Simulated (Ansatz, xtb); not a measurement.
# Relative energy of two isomers of C6H11Al

We compare X, `[AlH2][C]1=CCCCC1`, a singlet, with Y, `C=C[C@@H]1CC[CH2][AlH]1`, a singlet. Both are isolated molecules in the gas phase, relaxed with B3LYP/def2-SVP, each in the lowest conformer that the search found.

Quicker runs give these differences E(Y) − E(X): GFN2-xTB +29.9 kcal/mol; HF/STO-3G +3.9 kcal/mol (at GFN2-xTB geometries); r2SCAN-D4/def2-SVP +7.6 kcal/mol (at GFN2-xTB geometries).

Task: Estimate E(Y) − E(X) at the level CCSD(T)/def2-SVP + ΔMP2/def2-TZVPP.

Result: Calculated at CCSD(T)/def2-SVP + ΔMP2/def2-TZVPP: E(Y) − E(X) = +6.0 kcal/mol, so structure X lies lower.

Level by level:

```tsv
level	geometry	E(Y) − E(X) (kcal/mol)	departure from the last row (kcal/mol)	job, with rough time for the two
GFN2-xTB	GFN2-xTB	+29.9	+23.9	optimisation, 0.54 s
HF/STO-3G	GFN2-xTB	+3.9	−2.1	single point, 1.5 s
r2SCAN-D4/def2-SVP	GFN2-xTB	+7.6	+1.5	single point, 6.9 s
B3LYP/def2-SVP	B3LYP/def2-SVP	+7.7	+1.7	optimisation, 1.9 min
HF/def2-SVP	B3LYP/def2-SVP	+11.2	+5.2	part of the CCSD(T) run
MP2/def2-SVP	B3LYP/def2-SVP	+9.2	+3.1	part of the CCSD(T) run
CCSD(T)/def2-SVP	B3LYP/def2-SVP	+9.3	+3.3	single point
CCSD(T)/def2-SVP + ΔMP2/def2-TZVPP	B3LYP/def2-SVP	+6.0		single point, 2.6 min
```

As drawn, Y has 1 C–Al, 1 C–H in place of 1 C–C, 1 Al–H. Structure X has a 6-membered ring, Y a 5-membered ring.

None of the levels shown reverses the order. The largest departure from CCSD(T)/def2-SVP + ΔMP2/def2-TZVPP is that of GFN2-xTB, 23.9 kcal/mol. The last row adds to CCSD(T) the change of the MP2 difference between the two basis sets, here −3.3 kcal/mol, a large step that makes the value less sure.

With thermal terms from frequencies at re-optimised GFN2-xTB minima (ideal gas, soft modes damped towards free rotors, one conformer each, 298.15 K, 1 atm): the zero-point term adds +0.1 kcal/mol; ΔH is +6.5 and ΔG +5.9 kcal/mol.

The correlated steps freeze 11 core orbitals. Mirror images aren't counted in ΔG. Codes used: Ansatz 0.2.0, xtb 6.7.1; the last row on 2 threads of Intel(R) Xeon(R) Processor @ 2.70GHz on a shared host.
